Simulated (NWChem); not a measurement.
## Basis-set convergence for H₅InO

SMILES: O.[InH3]
```xyz
7

In    -0.3522     0.1712    -0.0497
H     -0.2919     0.8172     1.5700
H      0.2793     1.1501    -1.3485
H     -1.3688    -1.1863    -0.4040
O      1.7625    -0.9698     0.2366
H      2.1221    -0.7858     1.1133
H      2.4152    -0.6267    -0.3863
```
Charge 0, spin multiplicity 1.

Program: NWChem. Structure: optimised with PBE0/def2-SVP with def2 effective core potentials on In, a minimum by its harmonic frequencies.

Quantity: first vertical ionisation energy at the level G0W0@PBE0.

Effective core potentials replace the inner electrons of In; spin-orbit coupling is left out. GW and range-separated runs recompute their integrals, the others keep them in memory, which bears on the times. The structure started from a generated list of species.

Costs are rough ratios of processor time within this set of runs, SCF included, with def2-SVP as 1.

```tsv
basis	functions	first vertical ionisation energy (eV)	relative cost
def2-SVP	65	9.52	1
def2-SVPD	95	[?]	under 3
def2-TZVP	111	9.65	under 3
def2-TZVPD	141	[?]	4
def2-TZVPP	151	[?]	6
```

**Question.** Fill in the missing entries.

**Answer.** 
- def2-SVPD, first vertical ionisation energy (eV): 9.61
- def2-TZVPD, first vertical ionisation energy (eV): 9.68
- def2-TZVPP, first vertical ionisation energy (eV): 9.78
